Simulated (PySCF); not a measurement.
## Two-component Hartree-Fock for Au³⁺ (gold, charge +3)

Start: [Xe] 4f14 5d8; 5d3/2 filled at m_j = -1/2, +1/2, +3/2; 5d5/2 filled at m_j = -3/2, -1/2, +1/2, +3/2, +5/2. Calculated with PySCF 2.14 in x2c-TZVPall-2c (11s11p10d2f, 108 functions): generalised Hartree-Fock with the X2C-1e Hamiltonian and a Gaussian nucleus; spin-orbit coupling (SO) screened by Boettger's factors. This is a chosen level, not necessarily the ground level.

```tsv
spinor shell	electrons	ε, screened SO (eV)	weight of nominal j (screened SO)	rms radius, screened SO (bohr)
1s1/2	2	-81182.3	1.000	0.0190
2s1/2	2	-14502.0	1.000	0.0768
2p1/2	2	-13884.6	1.000	0.0651
2p3/2	4	-12043.4	1.000	0.0731
3s1/2	2	-3518.6	1.000	0.196
3p1/2	2	-3241.9	1.000	0.188
3p3/2	4	-2829.5	1.000	0.204
3d3/2	4	-2375.5	1.000	0.179
4s1/2	2	-828.75	1.000	0.433
4p1/2	2	-709.71	1.000	0.438
4p3/2	4	-609.39	1.000	0.471
4d3/2	4	-414.36	1.000	0.485
4d5/2	6	-394.84	1.000	0.497
5s1/2	2	-163.59	1.000	0.995
4f5/2	6	-141.99	0.998	0.544
4f7/2	8	-138.06	0.999	0.545
5p1/2	2	-123.58	0.996	1.08
5p3/2	4	-104.51	0.998	1.17
5d5/2	5	-47.113	0.755	1.54
5d3/2	3	-48.520	0.902	1.51
```

Task: Where does 3d5/2 lie, and what is the 3d spin-orbit splitting (screened SO)?

Result: At -2287.2 eV, 88.312 eV above 3d3/2.

```tsv
quantity	screened SO
E (hartree)	-19024.76124
M_J	4
⟨J²⟩	20.008
⟨L²⟩	12.490
⟨S²⟩	2.086
```

Each row is a mean over spinors that exchange with the open shell spreads, by up to 7.281 eV (5p3/2).

Rows whose weight is well below 1 are mixtures of j = l ± 1/2: exchange outweighs spin-orbit coupling there, and the label is only the starting occupation.

Breit and QED terms are absent; they matter most for the inner s and p1/2 levels.

Densities and radii are taken from the X2C orbitals without a picture-change correction, which distorts them close to the nucleus.
